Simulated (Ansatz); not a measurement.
Relaxation of BClGaH3 (6 atoms, charge 0, multiplicity 1), to a largest force component of 0.02 eV/Å in at most 50 steps.

All numbers below come from Ansatz 0.2.0, RKS BHLYP-D4/def2-SVP.

```xyz
6
Properties=species:S:1:pos:R:3
B -0.877 0.348 -0.730
Ga 0.592 -0.039 0.712
Cl 1.767 -1.742 0.299
H -1.926 -0.164 -0.667
H -0.614 0.947 -1.700
H 1.059 0.649 2.085
```

Problem. Where does it end, and by what steps?

Solution. It converged. After 4 steps the energy has fallen by 0.085 eV; Cl3 moved furthest, 0.08 Å.

```tsv
step	energy less start (eV)	largest force component (eV/Å)	accepted
0	0.0000	1.172	yes
1	-0.0371	0.751	yes
2	-0.0824	0.163	yes
3	-0.0849	0.023	yes
4	-0.0850	0.007	yes
```

```xyz
6
Properties=species:S:1:pos:R:3
B -0.853 0.323 -0.727
Ga 0.600 -0.047 0.714
Cl 1.821 -1.800 0.309
H -1.953 -0.145 -0.642
H -0.619 0.996 -1.691
H 1.005 0.673 2.036
```

Whether the end is a true minimum wasn't checked by a vibrational analysis.

Time of the run: 18 s on 1 thread of Arm Neoverse V1, with other jobs on the host, peak memory 0.15 GiB.
